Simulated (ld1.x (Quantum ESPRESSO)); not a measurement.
## Before and after: RRKJ potential for Cr (Z = 24)

```json
{
 "Element": "Cr",
 "Generator": "ld1.x (Quantum ESPRESSO) 7.5",
 "Type": "norm-conserving RRKJ (Kleinman–Bylander form)",
 "Functional": "revPBE",
 "Relativity": "scalar-relativistic",
 "Frozen core": "[Ar]",
 "Valence charge": "6",
 "Reference configuration": "3d5 4s1 4p0",
 "Partial waves": "4s (bound): rc 2.50 bohr; 4p (bound, empty): rc 4.00 bohr; 3d (bound): rc 1.50 bohr; 4f channel at 0.05 Ry: rc 4.15 bohr",
 "Local potential": "all-electron potential smoothed inside 2.70 bohr (lloc = -1)",
 "Core correction": "none",
 "rho0": "0.01"
}
```

All-electron outer shells of the reference configuration (revPBE, scalar-relativistic, ld1.x):

```csv
shell,level (eV),outermost node (bohr),outermost maximum (bohr)
3s,-74.03,0.36,0.78
3p,-45.43,0.33,0.80
4s,-3.93,1.12,2.78
3d,-2.85,–,0.84
4p,-0.97,1.25,3.94
```

Change: core correction a·sin(br)/r model core inside 0.68 bohr.

Cutoffs: the cutoffs (Ry, on a coarse ladder) from which the occupation-weighted sum of valence levels, in a spherical-Bessel basis at the reference potential, stays within 10 and 1 mRy of its value at 400 Ry; they do not see the model core or the augmentation charge, which bear on the density cutoff. Errors are all-electron minus pseudo energies relative to the spin-unpolarised reference configuration.

Q: How do hardness, ghosts and transferability respond?

A: The potential gets neither clearly harder nor softer (80 Ry and 100 Ry → 80 Ry and 100 Ry); of the 7 tests that both files solve, the error grows in 6 and shrinks in 1 by more than 15 % and 0.3 meV (median size 44.4 → 95.8 meV); neither file shows a bound ghost. A model core, the more so a compact one, raises the density cutoff, which this test does not measure.

| quantity | base | changed |
| --- | --- | --- |
| cutoff, loose | 80 Ry | 80 Ry |
| cutoff, tight | 100 Ry | 100 Ry |
| bound ghosts | none | none |
| error for 3d5 4s0 4p0, meV [ΔE 6.79 eV] | +25 | -13 |
| error for 3d4 4s0 4p0, meV [ΔE 22.72 eV] | +15 | -166 |
| error for 3d3 4s0 4p0, meV [ΔE 53.37 eV] | -454 | -1121 |
| error for 3d4 4s2 4p0, meV [ΔE -0.10 eV] | -76 | -120 |
| error for 3d4 4s1 4p0, meV [ΔE 7.91 eV] | -61 | -96 |
| error for 3d6 4s0 4p0, meV [ΔE 1.71 eV] | -44 | -61 |
| error for 3d5 4s0.5 4p0, meV [ΔE 2.66 eV] | +2.3 | -3.3 |
| s: phases at 4.50 bohr within 0.05 rad from the reference energy up to (Ry; the scan ends near 5) | 0.6 | 0.6 |
| p: phases at 4.50 bohr within 0.05 rad from the reference energy up to (Ry; the scan ends near 5) | 1.1 | 1.1 |
| d: phases at 4.50 bohr within 0.05 rad from the reference energy up to (Ry; the scan ends near 5) | 0.3 | 0.3 |
| f: phases at 4.50 bohr within 0.05 rad from the reference energy up to (Ry; the scan ends near 5) | 2.3 | 2.3 |
